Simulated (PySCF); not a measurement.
# Fe: excitation energy

Fe [Ar] 3d6 4s2 (5D) → Fe [Ar] 3d7 4s1, s spin flipped, as a difference of total energies. Calculation: PySCF 2.14, in x2c-TZVPPall with one added diffuse shell each of s, p, d, f type (7s6p5d3f1g, 80 functions); scalar relativity by spin-free X2C-1e. Correlated levels: valence: [Ar] frozen; valence and next inner shell: [Ne] frozen. The calculations carry no spin-orbit coupling.

```
                                method  excitation energy (eV)
                                   UHF                   2.560
                                   LDA                   0.755
                                   PBE                   0.710
                                  PBE0                   1.098
                                 TPSSh                   0.772
                               wB97X-V                   0.936
                                 HSE06                   1.113
                             BHandHLYP                   1.464
                         MP2 (valence)                   1.303
                     SCS-MP2 (valence)                   1.189
    MP2 (valence and next inner shell)                   0.977
SCS-MP2 (valence and next inner shell)                   1.035
```

Problem. How much does correlation contribute at MP2 (valence and next inner shell)?

Solution. 0.977 − (2.560) = -1.583 eV, measured against UHF.

The upper determinant mixes two multiplicities, so it lies between the two terms.
